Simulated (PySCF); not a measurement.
## Highest orbital energy against ionisation energy along the second row

Calculated with PySCF 2.14, no spin-orbit coupling. Each cell gives −ε(HOMO) / ΔSCF in eV; NIST values include spin-orbit coupling, (s) semi-empirical, (t) theoretical.

```csv
species,UHF,LDA,PBE,PBE0,r2SCAN,NIST (lowest levels)
"Be+ (aug-cc-pVQZ, non-relativistic)",18.129 / 18.127,14.295 / 18.249,14.459 / 18.489,15.472 / 18.452,14.587 / 18.181,18.211
"B+ (aug-cc-pVQZ, non-relativistic)",23.778 / 23.443,19.406 / 24.551,19.503 / 24.603,20.792 / 24.560,19.731 / 24.265,25.155
"C+ (aug-cc-pVQZ, non-relativistic)",24.877 / 24.170,17.807 / 24.770,17.954 / 24.853,19.794 / 24.835,18.651 / 25.005,24.383
"N+ (aug-cc-pVQZ, non-relativistic)",30.378 / 29.205,22.006 / 30.058,22.023 / 29.899,24.242 / 29.910,22.800 / 30.134,29.601 (s)
"O+ (aug-cc-pVQZ, non-relativistic)",36.207 / 34.574,26.444 / 35.586,26.367 / 35.275,28.976 / 35.309,27.296 / 35.479,35.121
"F+ (aug-cc-pVQZ, non-relativistic)",35.658 / 33.394,26.186 / 35.279,26.462 / 35.428,29.041 / 35.257,27.054 / 35.116,34.971
"Ne+ (aug-cc-pVQZ, non-relativistic)",42.099 / 39.267,31.249 / 41.442,31.250 / 41.142,34.229 / 41.005,32.036 / 41.133,40.963
```

Q: How far is −ε(HOMO) from ΔSCF on average for each method, and why?

A: UHF 1.28 eV; LDA -7.51 eV; PBE -7.38 eV; PBE0 -5.25 eV; r2SCAN -6.74 eV. Hartree-Fock orbital energies lack relaxation and so exceed the ΔSCF value; semilocal functionals have convex E(N) from self-interaction, so their HOMO lies far too high; exact exchange moves hybrids part of the way back.
